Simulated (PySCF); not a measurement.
A side-by-side comparison of computed properties.

First species: BrClH8Si4.
Numbering: `[SiH3:1][Si:2]([SiH3:3])([Cl:4])[SiH2:5][Br:6]` (hydrogens: H7, H8, H9 on Si1; H10, H11, H12 on Si3; H13, H14 on Si5)

Cartesian coordinates in Å at the PBE0-D3(BJ)/def2-SVP level; atoms count from 1:
```
atom  x, y, z in Å
Si1    2.0925   -0.7872    0.3316
Si2   -0.0530   -0.1084   -0.3237
Si3   -1.7452   -1.3295    0.7437
Cl4   -0.2422   -0.3937   -2.3940
Si5   -0.3301    2.1730    0.0991
Br6   -0.0606    2.3457    2.3182
H7     2.3006   -2.2070   -0.0846
H8     3.1148    0.0824   -0.3248
H9     2.2154   -0.6780    1.8160
H10   -1.6083   -1.1783    2.2234
H11   -1.6128   -2.7710    0.3738
H12   -3.0794   -0.8200    0.3054
H13    0.7020    3.0166   -0.5693
H14   -1.6939    2.6669   -0.2469
```

Second species: C5H14N2Si.
Structure used (PBE0-D3(BJ)/def2-SVP), in Å, numbered top down from 1:
```xyz
22
C5H14N2Si angstrom
C     -1.919   -0.956    0.419
N     -1.282    0.046   -0.399
C     -2.189    1.115   -0.725
C     -0.031    0.525    0.149
C      1.039   -0.565    0.305
C      2.400    0.101    0.500
N      2.463    1.207   -0.437
Si     0.909    1.808   -0.907
H     -1.262   -1.828    0.552
H     -2.196   -0.582    1.432
H     -2.838   -1.311   -0.072
H     -2.512    1.708    0.162
H     -3.096    0.711   -1.203
H     -1.725    1.811   -1.442
H     -0.186    1.003    1.151
H      0.825   -1.250    1.142
H      1.047   -1.164   -0.621
H      2.504    0.432    1.554
H      3.207   -0.630    0.318
H      3.352    1.680   -0.530
H      0.641    3.230   -0.507
H      0.624    1.720   -2.376
```

Levels: CAM-B3LYP/def2-SVPD for HOMO energy, LUMO energy, HOMO–LUMO gap and static isotropic polarisability; TDDFT CAM-B3LYP/def2-SVPD for lowest singlet excitation; TDA CAM-B3LYP/def2-SVPD for lowest triplet excitation (Tamm–Dancoff); ΔSCF CAM-B3LYP/def2-SVPD for vertical ionisation energy. Geometries: PBE0-D3(BJ)/def2-SVP. All species are isolated and taken at one optimised geometry, non-relativistic unless stated. Electronic properties by PySCF.

The conformers computed, where there is a choice (atom-mapped SMILES and torsion angles):
- `[SiH3:1][Si:2]([SiH3:3])([Cl:4])[SiH2:5][Br:6]`: Si1–Si2–Si5–Br6 -61°

The conformers of `CN(C)[C@H]1CCN[SiH2]1` aren't listed.

(1) Which of the two has the higher T1 energy, and by how much?

(2) Which has the higher LUMO energy?

(3) Which has the higher static isotropic polarisability?

(4) Which has the higher S1 energy?

(5) Which has the higher HOMO energy?

(6) Which has the higher HOMO–LUMO gap?

(7) Which of the two has the higher vertical ionisation energy, and by how much?

Answers

(1) The second: 5.59 eV against 4.85 eV, a difference of 0.74 eV.

(2) The second: 1.24 eV against -0.40 eV, a difference of 1.64 eV.

(3) The first: 152.5 au against 101.7 au, a difference of 50.8 au.

(4) The second: 5.87 eV against 5.37 eV, a difference of 0.50 eV.

(5) The second: -7.50 eV against -9.02 eV, a difference of 1.52 eV.

(6) The second: 8.74 eV against 8.62 eV, a difference of 0.12 eV.

(7) The first: 9.58 eV against 8.10 eV, a difference of 1.48 eV.

On the first: The polarisability is 22.59 Å³ as a volume (1 au = 0.148185 Å³), or 1.31 au for each of the 116 electrons. The principal polarisabilities are 146.1, 150.1 and 161.2 au; their mean is the isotropic value. The calculation is non-relativistic and has no spin–orbit coupling, an omission that weighs most on bromine.

On the second: S1 lies 2.87 eV below the HOMO–LUMO gap; its leading configuration is HOMO−1→LUMO, weight 0.82. The polarisability is 15.07 Å³ as a volume (1 au = 0.148185 Å³), or 1.41 au for each of the 72 electrons.
